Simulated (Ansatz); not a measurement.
H$_{7}$OSi$_{3}$, SMILES `O[Si]([SiH3])[SiH3]` radical. The species carries charge 0 and has multiplicity 2.

```tsv
atom	x (Å)	y (Å)	z (Å)
O1	-1.531	-1.541	0.040
Si2	-0.057	-0.804	0.255
Si3	0.884	-0.435	-1.846
Si4	-0.140	1.068	1.657
H5	-2.088	-1.641	0.815
H6	0.039	0.425	-2.721
H7	1.123	-1.727	-2.543
H8	2.189	0.242	-1.619
H9	-0.974	2.186	1.131
H10	-0.697	0.672	2.982
H11	1.252	1.556	1.849
```

Give the diagnostics of a CCSD(T)/def2-TZVPP run (frozen core, the Gaussian-basis code of Ansatz). (Best estimate.)

Computed: T1 = 0.0162, largest single amplitude 0.044, largest double 0.020, (T) share of the correlation energy 3.5 %, 11 CCSD cycles. ⟨S²⟩ of the UHF reference is 0.762 against 0.75 for a pure state. T1 lies under the customary mark of 0.045 for open shells.
